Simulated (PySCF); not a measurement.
B(H)(I)(OH) (BH2IO), SMILES OBI. The structure is a stationary point at r2SCAN-D4/def2-TZVP. The def2 effective core potentials stand for the cores of I; spin–orbit coupling is left out. The values are those of a single conformer.

Computed equilibrium geometry at r2SCAN-D4/def2-TZVP (PySCF confirms it by a frequency run) as a Z-matrix, and its point group (one conformer of several):
point group Cs.
```
B
O 1 1.3394
H 2 0.9658 1 114.54
H 1 1.1877 2 120.38 3 180.00
I 1 2.1572 4 118.42 2 180.00
```
Charge 0, spin multiplicity 1.
